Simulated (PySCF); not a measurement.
Compound: indole, C8H7N.
SMILES with atom numbers: `[cH:1]1[cH:2][cH:3][c:4]2[nH:5][cH:6][cH:7][c:8]2[cH:9]1` (hydrogens: H10 on C1; H11 on C2; H12 on C3; H13 on N5; H14 on C6; H15 on C7; H16 on C9)

The same species was optimised twice, with GFN2-xTB and with PBE0-D3(BJ)/def2-SVP (PySCF), and the same property calculations (PySCF, gas phase) were run on both structures.

| coordinate | GFN2-xTB | PBE0-D3(BJ)/def2-SVP | change |
| --- | --- | --- | --- |
| C1–C2 (Å) | 1.398 | 1.409 | +0.011 |
| C6–C7 (Å) | 1.360 | 1.371 | +0.011 |
| C7–C8 (Å) | 1.424 | 1.434 | +0.010 |
| C1–C9 (Å) | 1.376 | 1.387 | +0.011 |
| C8–C9 (Å) | 1.395 | 1.405 | +0.010 |
| C3–C4 (Å) | 1.389 | 1.399 | +0.010 |
| C2–C3 (Å) | 1.378 | 1.388 | +0.010 |
| C4–N5 (Å) | 1.365 | 1.372 | +0.007 |
| C4–C8 (Å) | 1.416 | 1.422 | +0.006 |
| N5–C6 (Å) | 1.368 | 1.374 | +0.006 |
| C4–C8–C9 (°) | 119.3 | 118.8 | -0.5 |
| C4–N5–C6 (°) | 109.0 | 109.5 | +0.5 |
| C1–C9–C8 (°) | 118.6 | 119.0 | +0.4 |
| C3–C4–C8 (°) | 121.8 | 122.2 | +0.4 |
| N5–C4–C8 (°) | 107.6 | 107.3 | -0.3 |
| C7–C8–C9 (°) | 134.2 | 134.4 | +0.2 |
| N5–C6–C7 (°) | 109.9 | 109.7 | -0.2 |
| C2–C1–C9 (°) | 121.4 | 121.2 | -0.2 |

Rotational constants: A = 3928, B = 1664, C = 1169 MHz (GFN2-xTB) against A = 3885, B = 1639, C = 1153 MHz (PBE0-D3(BJ)/def2-SVP). Point groups within 0.08 Å: Cs and Cs.

On the GFN2-xTB structure: HOMO (eV) -6.00 [PBE0/pcSseg-1]; LUMO (eV) -0.30 [PBE0/pcSseg-1]; dipole (D) 2.23 [PBE0/pcSseg-1]; GIAO shielding of C1 (ppm) 61.9 [PBE0/pcSseg-1]; GIAO shielding of C2 (ppm) 59.9 [PBE0/pcSseg-1]; GIAO shielding of C3 (ppm) 72.7 [PBE0/pcSseg-1]; GIAO shielding of C4 (ppm) 47.8 [PBE0/pcSseg-1]; GIAO shielding of N5 (ppm) 118.4 [PBE0/pcSseg-1]; GIAO shielding of C6 (ppm) 60.1 [PBE0/pcSseg-1]; GIAO shielding of C7 (ppm) 78.9 [PBE0/pcSseg-1]; GIAO shielding of C8 (ppm) 54.3 [PBE0/pcSseg-1].

Question: What do these properties become on the PBE0-D3(BJ)/def2-SVP structure?

Answer: 
```json
{"property": "HOMO (eV)", "level": "PBE0/pcSseg-1", "on GFN2-xTB": "-6.00", "on PBE0-D3(BJ)/def2-SVP": "-5.99", "change": "+0.01"}
{"property": "LUMO (eV)", "level": "PBE0/pcSseg-1", "on GFN2-xTB": "-0.30", "on PBE0-D3(BJ)/def2-SVP": "-0.37", "change": "-0.07"}
{"property": "dipole (D)", "level": "PBE0/pcSseg-1", "on GFN2-xTB": "2.23", "on PBE0-D3(BJ)/def2-SVP": "2.23", "change": "0.00"}
{"property": "energy, GFN2-xTB geometry as zero (kcal/mol)", "level": "PBE0/pcSseg-1", "on GFN2-xTB": "0.0", "on PBE0-D3(BJ)/def2-SVP": "-0.3", "change": "-0.3"}
{"property": "GIAO shielding of C1 (ppm)", "level": "PBE0/pcSseg-1", "on GFN2-xTB": "61.9", "on PBE0-D3(BJ)/def2-SVP": "59.2", "change": "-2.7"}
{"property": "GIAO shielding of C2 (ppm)", "level": "PBE0/pcSseg-1", "on GFN2-xTB": "59.9", "on PBE0-D3(BJ)/def2-SVP": "57.1", "change": "-2.8"}
{"property": "GIAO shielding of C3 (ppm)", "level": "PBE0/pcSseg-1", "on GFN2-xTB": "72.7", "on PBE0-D3(BJ)/def2-SVP": "70.3", "change": "-2.4"}
{"property": "GIAO shielding of C4 (ppm)", "level": "PBE0/pcSseg-1", "on GFN2-xTB": "47.8", "on PBE0-D3(BJ)/def2-SVP": "46.3", "change": "-1.5"}
{"property": "GIAO shielding of N5 (ppm)", "level": "PBE0/pcSseg-1", "on GFN2-xTB": "118.4", "on PBE0-D3(BJ)/def2-SVP": "115.6", "change": "-2.8"}
{"property": "GIAO shielding of C6 (ppm)", "level": "PBE0/pcSseg-1", "on GFN2-xTB": "60.1", "on PBE0-D3(BJ)/def2-SVP": "57.7", "change": "-2.4"}
{"property": "GIAO shielding of C7 (ppm)", "level": "PBE0/pcSseg-1", "on GFN2-xTB": "78.9", "on PBE0-D3(BJ)/def2-SVP": "76.5", "change": "-2.4"}
{"property": "GIAO shielding of C8 (ppm)", "level": "PBE0/pcSseg-1", "on GFN2-xTB": "54.3", "on PBE0-D3(BJ)/def2-SVP": "52.6", "change": "-1.7"}
```

The heavy atoms differ by 0.013 Å rms after alignment. Among bonds between heavy atoms C1–C2, C1–C9, C2–C3, C3–C4, C6–C7, C7–C8 and C8–C9 change most and about equally (+0.010 to +0.011 Å). Changes are differences of the printed values. Neither structure is proved a minimum here.
